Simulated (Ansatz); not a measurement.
`C[NH][GeH]([F])[Cl]` → `[F][GeH2][Cl]` + `C=N` at 700 K and 1 bar (β-hydride elimination).

Gas-phase electronic energies from Ansatz, PBE0-D4/def2-TZVP geometries. CCSD(T)/CBS is the MP2 limit (def2-TZVPP, def2-QZVPP) plus CCSD(T) − MP2 in def2-TZVPP, frozen cores. This one scheme is used for every species. For Ge outer-core shells are correlated without core-valence functions, which leaves a few kJ/mol of doubt a bond. Scalar relativity is left out up to krypton. One conformer a species, not always the lowest.

```csv
species,CCSD(T)/CBS energy (Eh),H − E (kJ/mol),S (J/(mol·K))
`C[NH][GeH]([F])[Cl]`,-2731.53480,252.2,483.6
`[F][GeH2][Cl]`,-2636.95386,96.6,360.2
`C=N`,-94.52360,135.6,268.6
```

H − E and S are ideal-gas, rigid-rotor, harmonic terms from PBE0-D4/def2-TZVP, for one conformer and one mirror image of each species. 1 Eh = 2625.50 kJ/mol, R = 8.31446 J/(mol·K).

Problem. By hand: ΔE, ΔH, ΔS and ΔG.

Solution. ΔE = (-2636.95386) + (-94.52360) − (-2731.53480) = 0.05734 Eh = 150.5 kJ/mol. Δ(H − E) = 96.6 + 135.6 − 252.2 = -20.0, so ΔH = 130.5 kJ/mol. ΔS = 360.2 + 268.6 − 483.6 = 145.2 J/(mol·K). ΔG = 130.5 − 700 × (145.2)/1000 = 28.9 kJ/mol.

Problem. By hand: the equilibrium constant, and the temperature at which ΔG would vanish if ΔH and ΔS stayed fixed.

Solution. log₁₀ K = −ΔG/(RT ln 10) = -2.2. ΔG = 0 at ΔH/ΔS = 899 K.

The number of gas molecules changes by +1, which sets the sign of ΔS. A doubt of 5 kJ/mol in ΔE shifts log₁₀ K by 0.4 here. Other conformers and mirror images would add mixing entropy, several J/(mol·K) or more a flexible species. Modes under 60 cm⁻¹, often nearly free rotors, make the harmonic entropy too high. These are equilibria of isolated gas molecules and say nothing of rates. Largest T1 diagnostic: 0.012 (customary marks: 0.02 for closed shells, 0.045 for open ones).
